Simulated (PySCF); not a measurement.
3-fluoro-3-methyloxetane (C4H7FO), SMILES CC1(F)COC1.

The structure is a stationary point at PBE0-D3(BJ)/def2-SVP.

Two levels are set side by side: PBE/def2-TZVP (PySCF) and CAM-B3LYP/def2-TZVP (PySCF). Same geometry, gas phase. Differences are taken from unrounded values.

| quantity | CAM-B3LYP | PBE | PBE minus CAM-B3LYP |
|---|---|---|---|
| orbital gap (eV) | 10.89 | 6.14 | -4.75 |
| highest occupied level (eV) | -9.03 | -5.95 | 3.07 |
| lowest empty level (eV) | 1.87 | 0.19 | -1.67 |
| dipole moment (D) | 1.48 | 1.36 | -0.12 |
| mean polarisability (bohr³) | 49.8 | 52.2 | 2.4 |

PBE's occupied levels lie high since its potential decays too fast outside the molecule; exact exchange lowers them and widens the gap. Loosely held outer electrons make PBE densities more polarisable. Differences between two approximate levels are no errors against the true value.

Rough cost on one machine, each run with all the roots and properties that it gave: CAM-B3LYP against PBE within a factor of 2.
